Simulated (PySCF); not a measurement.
**Correlation energy of K⁺ (potassium, charge +1)**

Starting occupation: [Ar]. Calculation: PySCF 2.14, in an uncontracted even-tempered set (19 s from 0.026 bohr⁻², ratio 2.8; 14 p from 0.034 bohr⁻², ratio 2.8; 5 d from 1.2 bohr⁻², ratio 3); X2C-1e with screened-nucleus spin-orbit coupling, Gaussian nucleus. Frozen: 1s2; 16 electrons correlated; the 48 highest virtual spinors left out.

MP2 pair energies summed by pair of shells (mhartree):

```
       pair  energy  share (%)
2p1/2-2p3/2  -78.02       17.6
2p3/2-2p3/2  -74.71       16.8
3p3/2-3p3/2  -53.52       12.0
3p1/2-3p3/2  -52.95       11.9
2p3/2-2s1/2  -24.56        5.5
2p3/2-3p3/2  -21.81        4.9
2p1/2-2p1/2  -17.91        4.0
3p3/2-3s1/2  -17.82        4.0
3p1/2-3p1/2  -13.71        3.1
2p1/2-2s1/2  -12.34        2.8
2p3/2-3p1/2  -12.02        2.7
2p1/2-3p3/2  -11.76        2.6
3p1/2-3s1/2   -8.95        2.0
2p3/2-3s1/2   -8.64        1.9
2s1/2-2s1/2   -8.55        1.9
3s1/2-3s1/2   -7.69        1.7
2p1/2-3p1/2   -4.98        1.1
2s1/2-3p3/2   -4.78        1.1
2p1/2-3s1/2   -4.28        1.0
2s1/2-3s1/2   -2.89        0.6
2s1/2-3p1/2   -2.43        0.5
```

Total MP2 correlation energy: -444.31 mhartree.
